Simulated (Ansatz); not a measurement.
Species: GeH4 (charge 0, singlet). 
Structure (B3LYP-D3(BJ)/def2-TZVP (Ansatz, a quantum-chemistry and plane-wave program) minimum search):
```
Ge
H 1 1.5358
H 1 1.5358 2 109.47
H 1 1.5358 2 109.47 3 -120.00
H 1 1.5358 2 109.47 3 120.00
```
Charge 0, spin multiplicity 1.

Basis-set convergence of Hartree-Fock and CCSD correlation energies (hartree) with Ansatz. Valence correlation only, unless marked. Spin-orbit coupling is left out. Frozen are the shells of the preceding noble gas and the d and f shells that filled before the atom's block. No relativistic terms.

```
basis    functions        E(HF)  E(corr, CCSD)
-------  ---------  -----------  -------------
cc-pVDZ         47  -2077.64338       -0.14238
cc-pVTZ         99  -2077.71802       -0.16703
cc-pVQZ        188  -2077.72216       -0.17398
```

Extrapolating the two largest sets (X = 3 and 4) as X^-3: E(corr) = (64·(-0.17398) - 27·(-0.16703))/37 = -0.1791 Eh, an estimate of the basis-set limit. The largest set recovers 97.2 % of it, the smallest 79.5 %.
